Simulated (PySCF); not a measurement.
# C3H9As: calculation against experiment

**What was measured.**

From NIST CCCBDB Release 22 (SRD 101), experimental dipoles, for the gas: dipole moment (microwave Stark effect) 0.86 D.

The runs below try to reproduce these values; the comparison stands at the end.

Species: C3H9As.
Atom-mapped SMILES: `[CH3:1][As:2]([CH3:3])[CH3:4]` (hydrogens: H5, H6, H7 on C1; H8, H9, H10 on C3; H11, H12, H13 on C4)

Structure used (PBE0-D3(BJ)/def2-SVP), in Å, numbered top down from 1:
```xyz
13
C3H9As angstrom
C     -0.208    1.649    0.441
As    -0.141   -0.206    1.090
C      1.543   -0.707    0.209
C     -1.354   -0.973   -0.254
H     -0.040    1.704   -0.646
H      0.562    2.243    0.955
H     -1.190    2.084    0.677
H      1.542   -0.427   -0.856
H      1.692   -1.794    0.295
H      2.383   -0.206    0.712
H     -1.077   -0.663   -1.274
H     -1.322   -2.071   -0.191
H     -2.384   -0.648   -0.045
```

Runs made with PySCF (gas phase, on this PBE0-D3(BJ)/def2-SVP geometry; no spin–orbit coupling):

```json
{"level": "PBE0-D3(BJ)/def2-SVP, grid level 1", "job": "geometry optimisation from a GFN2-xTB start shaken at random", "basis functions": "119"}
```

**Comparison with experiment**

**Dipole moment.** Measured: 0.86 D (NIST CCCBDB Release 22 (SRD 101), experimental dipoles).

| level | computed (D) | computed − measured (D) | % (from the printed values) |
| --- | --- | --- | --- |
| PBE0-D3(BJ)/def2-SVP | 1.03 | +0.17 | +20 |

The computed dipoles belong to one fixed geometry; measured ones are averaged over vibrations unless marked μe. Magnitudes are compared, not signs.

The geometry is computed, not the measured one. Where a level misses, the cause wasn't examined.
